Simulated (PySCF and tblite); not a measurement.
Values are calculated unless marked as measured or tabulated.
C₄H₄F₆, numbered as in [F:1][C:2]([F:3])([F:4])[CH2:5][CH2:6][C:7]([F:8])([F:9])[F:10].

Level: PBE0-D3(BJ)/def2-SVPD//PBE0-D3(BJ)/def2-SVP, thermal terms from GFN2-xTB, symmetry numbers and mirror pairs counted. Conformers within 4 kcal/mol (GFN2-xTB free energy) were kept, 5 at most. Run with PySCF (density fitting) and tblite.

Torsions listed: C2–C5–C6–C7. Of a mirror pair one member is shown.

```json
{"conformer": "1", "shape": "71°", "symmetry": "C2 (pair)", "dipole D": "3.06"}
{"conformer": "2", "shape": "180°", "symmetry": "C2h", "dipole D": "0.00"}
```

Q: Which of these conformers is the most populated at 298.15 K, and with what share?

A: Conformer 2, about 98 %.

Q: Give the DFT energies and free energies relative to the lowest, and all weights.

A: 
```tsv
conformer	shape	E(DFT) kcal/mol	G(298.15 K) kcal/mol	weight %
1	71°	2.45	2.38	1.8
2	180°	0.00	0.00	98.2
```

Q: How does its share change from 200 K to 400 K?

A: From 100 % to 95 %; the mixing entropy goes from 0.03 to 0.47 cal/(mol K).
